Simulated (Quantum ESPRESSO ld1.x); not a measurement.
Q: Pb3+, 79 electrons, occupied as [Xe] 4f14 5d10 6p1 (not the ground configuration). All-electron calculation, scalar-relativistic Kohn-Sham, PBE, spin-unpolarised, spherical densities, point nucleus. Program: ld1.x of Quantum ESPRESSO 7.5. Some entries of the table are withheld. Estimate them.

| orbital | occ. | eigenvalue (hartree) | <r^2> (bohr^2) | <r> (bohr) |
|---|---|---|---|---|
| 1s | 2 | -3240.1653 | (1) | 0.01604 |
| 2s | 2 | (2) | 0.005417 | 0.06758 |
| 2p | 6 | -497.9450 | 0.004618 | (3) |
| 3s | 2 | -140.1913 | 0.03484 | 0.1745 |
| 3p | 6 | -116.5399 | 0.03612 | 0.1765 |
| 3d | 10 | -92.4463 | 0.02993 | 0.1599 |
| 4s | 2 | -32.6082 | 0.1665 | 0.3842 |
| 4p | 6 | -24.8590 | 0.1909 | 0.4099 |
| 4d | 10 | -15.8976 | 0.2143 | 0.4309 |
| 5s | 2 | -6.4151 | 0.8154 | 0.8532 |
| 4f | 14 | -6.0043 | 0.2466 | 0.4538 |
| 5p | 6 | -4.2703 | 1.072 | 0.9753 |
| 5d | 10 | (4) | 1.859 | (5) |
| 6p | 1 | -0.9907 | 7.342 | (6) |

A: 
(1) 1s <r^2> (bohr^2): 0.0003570
(2) 2s eigenvalue (hartree): -580.4510
(3) 2p <r> (bohr): 0.06144
(4) 5d eigenvalue (hartree): -1.8750
(5) 5d <r> (bohr): 1.270
(6) 6p <r> (bohr): 2.562
